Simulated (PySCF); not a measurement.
SMILES CC([Te]I)(C)C (C₄H₉ITe), singlet, GFN2-xTB optimised geometry.

```
15

Te    -0.21    -1.93     0.00
I      2.47    -1.93     0.00
C     -0.51     0.24     0.00
C      0.09     0.87     1.25
C      0.08     0.86    -1.25
C     -2.02     0.39     0.00
H     -0.12     1.93     1.27
H      1.17     0.74     1.27
H     -0.33     0.42     2.15
H      1.16     0.74    -1.28
H     -0.34     0.42    -2.15
H     -0.13     1.93    -1.27
H     -2.47    -0.07    -0.88
H     -2.46    -0.07     0.89
H     -2.29     1.45     0.01
```

Density from B3LYP/def2-TZVP, def2 effective core potentials past Kr (PySCF) at that geometry. The core electrons that the potentials of I, Te replace are not part of the density.

Minimum of the electron density along straight lines between bonded atoms, close to the bond critical point (lines longer than 1.1 times the sum of covalent radii, or with two minima, are not listed):

```
bond    length / Å  ρ at the minimum / e bohr⁻³  ∇²ρ there / e bohr⁻⁵  position (fraction from the first atom)
------  ----------  ---------------------------  --------------------  ---------------------------------------
Te1–I2       2.676                        0.074                  0.01                                     0.48
Te1–C3       2.197                        0.110                 -0.03                                     0.53
C3–C4        1.518                        0.253                 -0.64                                     0.51
C3–C5        1.518                        0.253                 -0.64                                     0.51
C3–C6        1.519                        0.252                 -0.63                                     0.51
C4–H7        1.091                        0.278                 -0.95                                     0.64
C4–H8        1.089                        0.281                 -0.97                                     0.64
C4–H9        1.090                        0.281                 -0.97                                     0.64
C5–H10       1.089                        0.281                 -0.97                                     0.64
C5–H11       1.090                        0.281                 -0.97                                     0.64
C5–H12       1.091                        0.278                 -0.95                                     0.64
C6–H13       1.089                        0.280                 -0.96                                     0.64
C6–H14       1.089                        0.280                 -0.96                                     0.64
C6–H15       1.090                        0.278                 -0.95                                     0.64
```
